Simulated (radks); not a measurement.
The numbers below are computed, except where a source is named.
Species: Eu28+. Configuration: [Ar] 3d10 4s2 4p5 (the NIST ground configuration).

Level of theory: non-relativistic Kohn-Sham, r2SCAN, spin-polarised, spherical densities, point nucleus; open shells are filled with parallel spins first (spin-orbit coupling, left out, can overturn this in heavy ions); meta-GGA in the generalised Kohn-Sham scheme; relativity is left out, which matters for an element this heavy (a radial shooting solver on a logarithmic mesh with Libxc functionals).

Energy parts (eV):
| part | energy |
|---|---|
| total | -273168.69 |
| kinetic | 273117.51 |
| electron-nucleus | -611897.87 |
| Hartree | 70977.11 |
| exchange-correlation | -5365.44 |

Orbitals (lengths in bohr, moments of r in powers of bohr; <r^-3> diverges for s and p1/2; r(max) is where P^2 peaks):
orbital  occ.  eigenvalue (eV)  <r^-3>      <r^2>   r(max)
1s up       1        -46588.99       -  0.0007757  0.01597
1s down     1        -46587.98       -  0.0007757  0.01597
2s up       1        -8222.758       -    0.01232  0.08744
2s down     1        -8222.575       -    0.01232  0.08744
2p up       3        -7862.803    8522   0.009176  0.06815
2p down     3        -7862.099    8521   0.009177  0.06815
3s up       1        -2524.260       -    0.07811   0.2424
3s down     1        -2523.706       -    0.07807   0.2424
3p up       3        -2365.865    1777    0.07304   0.2296
3p down     3        -2365.050    1777    0.07302   0.2297
3d up       5        -2074.850   302.9    0.05810   0.1835
3d down     5        -2074.010   302.9    0.05807   0.1835
4s up       1        -1124.027       -     0.3236   0.5249
4s down     1        -1120.057       -     0.3241   0.5249
4p up       3        -1057.507   517.8     0.3269   0.5243
4p down     2        -1053.565   517.0     0.3274   0.5242
4d up       0        -940.6748   84.12     0.3250   0.5133
4d down     0        -936.9787   84.25     0.3252   0.5129
5s up       0        -619.6300       -     0.9566   0.9438
5s down     0        -617.3676       -     0.9629   0.9476

The highest occupied level is 4p down at -1053.6 eV. The spin density at the nucleus is 0.776 e/bohr^3 (1s -2.152, 2s 0.519, 3s 0.960, 4s 1.449).
